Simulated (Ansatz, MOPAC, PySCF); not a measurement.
Noncovalent pair: GeH4 (SMILES [GeH4]) (first 5 atoms) with H2Se (SMILES [SeH2]); geometry from B3LYP-D3(BJ)/def2-TZVP.
(charge 0, multiplicity 1):
```xyz
8

Ge     0.1106     0.0508    -0.0842
H     -1.4039     0.0294     0.1566
H      0.3907     0.1205    -1.5951
H      0.7436    -1.2294     0.4827
H      0.7323     1.2743     0.6033
Se    -0.0986    -0.7197     3.7942
H     -0.3014     0.2910     4.8434
H      1.2605    -0.2255     3.5318
```

Counterpoise-corrected where a basis set is named; no monomer relaxation. Rows marked so take none.

Rows in 6-31G* carry no dispersion term and start afresh at each structure (6-31G* with six Cartesian d functions); the Pople sets are all-electron and without relativity. The state reached by AM1 isn't checked.

Programs: Ansatz (Gaussian basis) for Hartree–Fock, density functionals and correlated methods; MOPAC for AM1 (differences of heats of formation); PySCF for 6-31G* rows, the dispersion terms. Each number belongs to the level named beside it.

| level | interaction energy (kcal/mol) |
|---|---|
| AM1 | -0.33 |
| HF/6-31G* | 0.78 |
| PBE/def2-TZVPPD | -0.34 |
| BP86/6-31G* (no counterpoise) | 0.60 |
| r2SCAN/def2-TZVPPD | -0.64 |
| B3LYP/6-31G* (no counterpoise) | 0.41 |
| B3LYP-D3(BJ)/def2-TZVPPD | -1.36 |
| BHLYP-D4/def2-TZVPPD | -1.37 |
| CAM-B3LYP/def2-TZVPPD | ? |

**Question.** Some entries are withheld; supply them.

**Answer.** 
- CAM-B3LYP/def2-TZVPPD, interaction energy (kcal/mol): 0.02

Ansatz is a program for electronic structure.
